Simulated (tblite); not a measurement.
Record of a relaxation.

C6H8OS2Si.
Atom-mapped SMILES: `[O:1]=[CH:2][c:3]1[cH:4][cH:5][c:6]([CH2:7][S:8][SiH3:9])[s:10]1` (hydrogens: H11 on C2; H12 on C4; H13 on C5; H14, H15 on C7; H16, H17, H18 on Si9)

Computed with GFN2-xTB (tblite), gas phase: L-BFGS steps from a force-field or distance-geometry start until the largest atomic force falls under 0.01 eV/Å. 10 of its 129 geometries are shown.

Step 0: E = -793.9537 eV, largest atomic force 4.350 eV/Å
```
atom  x, y, z in Å  |  force x, y, z in eV/Å
O1     -3.032    1.147    2.403   -0.743  -0.094  -3.367
C2     -3.117    1.010    1.152    2.530  -0.808   3.445
C3     -2.014    0.346    0.414    0.063   0.147   1.012
C4     -1.941    0.123   -0.926   -2.044   0.864  -0.632
C5     -0.810   -0.513   -1.330    0.304  -0.629  -3.669
C6      0.084   -0.822   -0.381    1.303  -1.061  -1.025
C7      1.393   -1.503   -0.601   -0.644  -1.189   1.632
S8      2.655   -0.255   -0.911    0.688   0.309  -0.879
Si9     2.888    0.874    0.895   -0.386   0.146   0.967
S10    -0.463   -0.336    1.087   -2.127   1.198   2.853
H11    -3.967    1.343    0.564   -0.089   0.038  -0.107
H12    -2.746    0.411   -1.618    0.500  -0.139   0.423
H13    -0.643   -0.751   -2.394   -0.014   0.098   0.629
H14     1.325   -2.292   -1.385    0.276   0.963   0.200
H15     1.660   -2.042    0.352   -0.044   0.406  -0.737
H16     1.543    1.215    1.429    0.531   0.071  -0.285
H17     3.482   -0.028    1.892    0.035   0.050  -0.191
H18     3.694    2.078    0.688   -0.140  -0.368  -0.269
```

Step 14: E = -794.7450 eV, largest atomic force 0.118 eV/Å
```
atom  x, y, z in Å  |  force x, y, z in eV/Å
O1     -3.011    1.135    2.366   -0.041   0.029   0.107
C2     -3.035    0.959    1.173   -0.031   0.001   0.066
C3     -2.015    0.303    0.402   -0.025  -0.056  -0.017
C4     -1.985    0.125   -0.961    0.047  -0.028  -0.040
C5     -0.830   -0.526   -1.399    0.053   0.001   0.030
C6      0.025   -0.848   -0.373    0.016  -0.045  -0.048
C7      1.355   -1.474   -0.504    0.033   0.005  -0.002
S8      2.654   -0.206   -0.902   -0.093  -0.045   0.005
Si9     2.885    0.852    0.956   -0.015   0.002  -0.041
S10    -0.606   -0.370    1.161   -0.035  -0.012  -0.053
H11    -3.882    1.308    0.550   -0.034   0.030  -0.005
H12    -2.773    0.462   -1.608   -0.019   0.014  -0.046
H13    -0.615   -0.757   -2.425    0.016   0.021  -0.045
H14     1.382   -2.144   -1.365    0.012   0.001   0.111
H15     1.657   -2.000    0.402    0.013   0.047  -0.076
H16     1.563    1.275    1.396    0.054   0.028   0.051
H17     3.517   -0.071    1.890   -0.028   0.018   0.014
H18     3.705    1.982    0.569    0.077  -0.010  -0.012
```

Step 28: E = -794.7657 eV, largest atomic force 0.076 eV/Å
```
atom  x, y, z in Å  |  force x, y, z in eV/Å
O1     -3.012    1.099    2.374   -0.042  -0.004   0.009
C2     -3.057    0.937    1.178   -0.006  -0.022  -0.004
C3     -2.058    0.260    0.391   -0.011   0.004  -0.001
C4     -1.996    0.118   -0.978   -0.009   0.012  -0.005
C5     -0.830   -0.520   -1.408   -0.006   0.014  -0.030
C6      0.002   -0.877   -0.376   -0.003   0.036  -0.009
C7      1.351   -1.467   -0.486   -0.043  -0.019   0.028
S8      2.590   -0.169   -0.922    0.037   0.064   0.016
Si9     2.905    0.868    0.939    0.011  -0.024  -0.042
S10    -0.663   -0.436    1.154    0.052  -0.003   0.014
H11    -3.897    1.328    0.569    0.009  -0.008   0.014
H12    -2.766    0.477   -1.638    0.010   0.003   0.006
H13    -0.593   -0.698   -2.442    0.027  -0.022   0.004
H14     1.407   -2.178   -1.309   -0.014  -0.013  -0.002
H15     1.672   -1.940    0.439   -0.005  -0.016   0.038
H16     1.633    1.364    1.442   -0.019   0.035  -0.029
H17     3.488   -0.078    1.883    0.002  -0.043  -0.019
H18     3.816    1.916    0.522    0.011   0.005   0.010
```

Step 43: E = -794.7773 eV, largest atomic force 0.081 eV/Å
```
atom  x, y, z in Å  |  force x, y, z in eV/Å
O1     -3.111    0.992    2.383   -0.021  -0.006  -0.020
C2     -3.106    0.890    1.180    0.015   0.012  -0.003
C3     -2.070    0.266    0.397   -0.014   0.020  -0.002
C4     -1.989    0.141   -0.973   -0.011  -0.002   0.010
C5     -0.818   -0.493   -1.396    0.005   0.020  -0.009
C6      0.004   -0.849   -0.356    0.022   0.001  -0.013
C7      1.351   -1.445   -0.453    0.060   0.017  -0.005
S8      2.587   -0.163   -0.962   -0.061  -0.036  -0.033
Si9     2.933    0.864    0.890    0.036   0.038   0.062
S10    -0.669   -0.416    1.171   -0.030   0.009  -0.040
H11    -3.931    1.301    0.560    0.029  -0.036   0.013
H12    -2.750    0.503   -1.642    0.002  -0.016   0.034
H13    -0.565   -0.676   -2.426    0.002   0.009   0.009
H14     1.409   -2.196   -1.240   -0.055   0.000  -0.016
H15     1.674   -1.875    0.492    0.028   0.004   0.019
H16     1.701    1.479    1.365   -0.006  -0.019  -0.030
H17     3.405   -0.164    1.810   -0.008   0.014   0.038
H18     3.938    1.847    0.530    0.010  -0.029  -0.015
```

Step 57: E = -794.7826 eV, largest atomic force 0.051 eV/Å
```
atom  x, y, z in Å  |  force x, y, z in eV/Å
O1     -3.182    0.930    2.383    0.005   0.007   0.034
C2     -3.139    0.858    1.179   -0.012   0.004   0.010
C3     -2.074    0.273    0.406    0.015   0.001   0.002
C4     -1.986    0.155   -0.962   -0.002  -0.015  -0.009
C5     -0.807   -0.464   -1.384    0.017  -0.001  -0.002
C6      0.012   -0.822   -0.343    0.011   0.017   0.009
C7      1.354   -1.427   -0.441    0.007  -0.016  -0.001
S8      2.590   -0.168   -0.989    0.018  -0.005   0.047
Si9     2.959    0.856    0.866   -0.003   0.006  -0.004
S10    -0.668   -0.393    1.182   -0.001  -0.024   0.032
H11    -3.955    1.259    0.546   -0.027   0.002  -0.016
H12    -2.753    0.504   -1.629   -0.028   0.015  -0.020
H13    -0.545   -0.641   -2.410   -0.008   0.002  -0.043
H14     1.385   -2.197   -1.212   -0.007  -0.004  -0.016
H15     1.687   -1.839    0.509    0.000  -0.010  -0.001
H16     1.737    1.530    1.286    0.018   0.008  -0.011
H17     3.345   -0.174    1.825   -0.010   0.007  -0.005
H18     4.032    1.765    0.517    0.006   0.006  -0.005
```

Step 71: E = -794.7860 eV, largest atomic force 0.026 eV/Å
```
atom  x, y, z in Å  |  force x, y, z in eV/Å
O1     -3.210    0.912    2.388    0.004  -0.003  -0.012
C2     -3.163    0.830    1.185    0.007  -0.004  -0.002
C3     -2.086    0.261    0.415    0.008   0.018  -0.002
C4     -1.990    0.163   -0.956    0.000  -0.010   0.001
C5     -0.800   -0.436   -1.381   -0.006  -0.006  -0.006
C6      0.016   -0.803   -0.341    0.000   0.015  -0.006
C7      1.350   -1.430   -0.439   -0.025  -0.005   0.003
S8      2.627   -0.206   -0.972   -0.009  -0.005   0.007
Si9     2.986    0.864    0.857   -0.010  -0.001   0.000
S10    -0.675   -0.400    1.188   -0.001  -0.007  -0.014
H11    -3.986    1.210    0.545   -0.001  -0.004   0.018
H12    -2.762    0.508   -1.621    0.020   0.006   0.010
H13    -0.538   -0.594   -2.412    0.004  -0.004   0.012
H14     1.365   -2.192   -1.217    0.009   0.000   0.001
H15     1.667   -1.860    0.509    0.007   0.004  -0.006
H16     1.786    1.611    1.214   -0.002   0.003  -0.005
H17     3.296   -0.146    1.863   -0.006   0.011  -0.004
H18     4.107    1.714    0.504   -0.001  -0.007   0.006
```

Step 85: E = -794.7871 eV, largest atomic force 0.028 eV/Å
```
atom  x, y, z in Å  |  force x, y, z in eV/Å
O1     -3.200    0.892    2.396   -0.004  -0.006  -0.001
C2     -3.162    0.817    1.191    0.015   0.023   0.004
C3     -2.079    0.271    0.413    0.004  -0.012   0.005
C4     -1.981    0.177   -0.957   -0.009  -0.010   0.003
C5     -0.796   -0.429   -1.382   -0.003   0.001  -0.001
C6      0.018   -0.801   -0.342   -0.005  -0.008   0.000
C7      1.347   -1.438   -0.439    0.008   0.006  -0.004
S8      2.634   -0.222   -0.967    0.002  -0.004  -0.001
Si9     2.977    0.871    0.851    0.008   0.009   0.003
S10    -0.673   -0.399    1.186    0.009  -0.002   0.008
H11    -4.000    1.181    0.562    0.005   0.001   0.001
H12    -2.748    0.534   -1.621   -0.002  -0.001  -0.008
H13    -0.535   -0.593   -2.412    0.008   0.012  -0.004
H14     1.360   -2.198   -1.220    0.001  -0.002   0.006
H15     1.661   -1.873    0.509   -0.003   0.002  -0.004
H16     1.790    1.655    1.167   -0.005   0.000  -0.003
H17     3.249   -0.123    1.883   -0.018  -0.005   0.000
H18     4.130    1.685    0.511   -0.012  -0.002  -0.003
```

Step 100: E = -794.7906 eV, largest atomic force 0.045 eV/Å
```
atom  x, y, z in Å  |  force x, y, z in eV/Å
O1     -3.113    0.872    2.430   -0.008   0.020   0.018
C2     -3.097    0.821    1.224   -0.014  -0.030  -0.002
C3     -2.031    0.273    0.423    0.009   0.001  -0.001
C4     -1.945    0.196   -0.949   -0.008  -0.017   0.000
C5     -0.768   -0.417   -1.390   -0.014  -0.027   0.011
C6      0.042   -0.820   -0.359    0.001  -0.010   0.008
C7      1.360   -1.478   -0.456    0.020   0.012  -0.005
S8      2.666   -0.275   -0.955    0.003   0.017   0.005
Si9     2.874    0.892    0.838    0.001   0.005  -0.029
S10    -0.630   -0.425    1.179   -0.014  -0.017   0.008
H11    -3.943    1.201    0.616    0.013   0.019  -0.008
H12    -2.717    0.561   -1.602    0.016   0.020  -0.014
H13    -0.512   -0.568   -2.424   -0.007   0.008   0.006
H14     1.373   -2.233   -1.242   -0.017   0.004   0.006
H15     1.658   -1.922    0.493    0.002  -0.013  -0.018
H16     1.701    1.734    1.021   -0.036   0.014  -0.023
H17     3.002   -0.064    1.929    0.016  -0.018   0.023
H18     4.072    1.657    0.554    0.039   0.011   0.017
```

Step 114: E = -794.7965 eV, largest atomic force 0.028 eV/Å
```
atom  x, y, z in Å  |  force x, y, z in eV/Å
O1     -3.027    0.864    2.475   -0.014  -0.005  -0.017
C2     -3.022    0.826    1.268    0.007   0.005   0.002
C3     -1.984    0.248    0.451   -0.002   0.003   0.005
C4     -1.900    0.208   -0.923    0.012   0.013  -0.001
C5     -0.736   -0.416   -1.382   -0.008  -0.025   0.000
C6      0.067   -0.865   -0.364    0.010   0.017   0.002
C7      1.379   -1.530   -0.483    0.007   0.001   0.005
S8      2.710   -0.331   -0.931   -0.007   0.015   0.004
Si9     2.747    0.933    0.810   -0.002   0.002  -0.020
S10    -0.602   -0.509    1.185   -0.011   0.001   0.007
H11    -3.850    1.259    0.670    0.008  -0.005   0.003
H12    -2.656    0.621   -1.568    0.003   0.002   0.010
H13    -0.483   -0.539   -2.420   -0.001   0.007  -0.002
H14     1.384   -2.255   -1.296    0.008  -0.004   0.004
H15     1.671   -2.009    0.449   -0.004  -0.027  -0.005
H16     1.599    1.830    0.752    0.004   0.003   0.009
H17     2.680    0.045    1.963   -0.004  -0.001   0.003
H18     4.015    1.625    0.676   -0.006  -0.003  -0.009
```

Step 128: E = -794.7972 eV, largest atomic force 0.008 eV/Å
```
atom  x, y, z in Å  |  force x, y, z in eV/Å
O1     -3.040    0.850    2.477   -0.001  -0.004   0.002
C2     -3.017    0.824    1.270   -0.001   0.003   0.001
C3     -1.974    0.249    0.459   -0.002   0.005   0.000
C4     -1.888    0.216   -0.915   -0.001  -0.001  -0.002
C5     -0.729   -0.416   -1.376    0.005   0.003   0.003
C6      0.071   -0.873   -0.359   -0.002  -0.004   0.001
C7      1.381   -1.540   -0.484   -0.002   0.000   0.002
S8      2.708   -0.335   -0.930    0.001  -0.003  -0.003
Si9     2.731    0.942    0.801    0.003  -0.004  -0.002
S10    -0.597   -0.519    1.191   -0.002  -0.006  -0.004
H11    -3.837    1.265    0.667    0.001   0.001  -0.002
H12    -2.640    0.637   -1.558   -0.002   0.003   0.002
H13    -0.477   -0.535   -2.414    0.003   0.000   0.001
H14     1.384   -2.259   -1.303    0.003   0.004   0.004
H15     1.676   -2.031    0.442   -0.001  -0.002  -0.002
H16     1.598    1.856    0.725   -0.007   0.003  -0.002
H17     2.633    0.063    1.958    0.003  -0.002   0.004
H18     4.010    1.614    0.678    0.000   0.004  -0.003
```

Task: Summarise the path.

Result: The energy falls by 0.8435 eV from step 0 to step 128; nine tenths of that is first reached at step 8. It falls at every step. The largest force goes from 4.350 to 0.008 eV/Å. Among the bonds C6–S10 changes most (a near tie, within 0.001 Å, with another), from 1.640 to 1.725 Å; the atoms move by 0.371 Å rms after alignment.

Task: Follow the three bonds and two angles with the largest change from start to end.

Result: 
```
step  E above end (eV)  largest force (eV/Å)  C6–S10 (Å)  C3–S10 (Å)  O1=C2 (Å)  S8–C7–H14 (°)  S8–Si9–H18 (°)
   0            0.8435                 4.350       1.640       1.824      1.261          114.4           112.0
   6            0.1048                 0.336       1.731       1.733      1.205          105.0           107.4
  11            0.0613                 0.143       1.724       1.734      1.207          103.4           104.5
  17            0.0460                 0.138       1.726       1.737      1.208          104.0           101.5
  22            0.0365                 0.075       1.724       1.739      1.207          103.9           100.5
  28            0.0315                 0.076       1.725       1.737      1.208          104.2           101.0
  33            0.0275                 0.084       1.723       1.738      1.208          104.7           102.0
  39            0.0232                 0.082       1.724       1.737      1.208          104.3           102.4
  45            0.0183                 0.065       1.725       1.740      1.208          104.3           102.7
  50            0.0163                 0.049       1.724       1.738      1.207          104.7           102.6
  56            0.0149                 0.053       1.724       1.738      1.207          104.7           102.6
  61            0.0133                 0.052       1.725       1.739      1.208          104.5           102.4
  67            0.0116                 0.024       1.725       1.739      1.207          104.4           102.2
  72            0.0111                 0.021       1.725       1.739      1.207          104.3           102.4
  78            0.0107                 0.026       1.724       1.739      1.207          104.3           102.4
  83            0.0103                 0.021       1.724       1.739      1.207          104.3           102.4
  89            0.0098                 0.031       1.725       1.739      1.207          104.2           102.2
  95            0.0085                 0.055       1.724       1.738      1.208          104.5           101.7
 100            0.0066                 0.045       1.724       1.738      1.207          104.4           101.7
 106            0.0034                 0.075       1.724       1.738      1.207          105.1           102.1
 111            0.0013                 0.031       1.724       1.738      1.207          104.5           102.6
 117            0.0005                 0.015       1.725       1.738      1.207          104.3           102.8
 122            0.0002                 0.018       1.725       1.739      1.207          104.1           102.7
 128            0.0000                 0.008       1.725       1.738      1.207          104.3           102.5
```

What follows is the cost of the whole relaxation. The run took 1.4 s of wall time on an Arm Neoverse V1 with one thread, no GPU (shared host).
